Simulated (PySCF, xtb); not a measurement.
Mg(H)(iPr) (C3H8Mg), SMILES C[CH]([MgH])C.

xtb with GFN2-xTB at its own geometry gives an orbital gap of 2.70 eV and a dipole moment of 2.64 D.

Geometry: ωB97X-D3(BJ)/def2-SVP.

Problem. What does PBE/def2-TZVP (PySCF) give? (An estimate is asked for; the answer gives what the named calculation found.)

Solution. gap 3.94 eV (levels -4.98 and -1.03 eV), dipole 0.52 D.
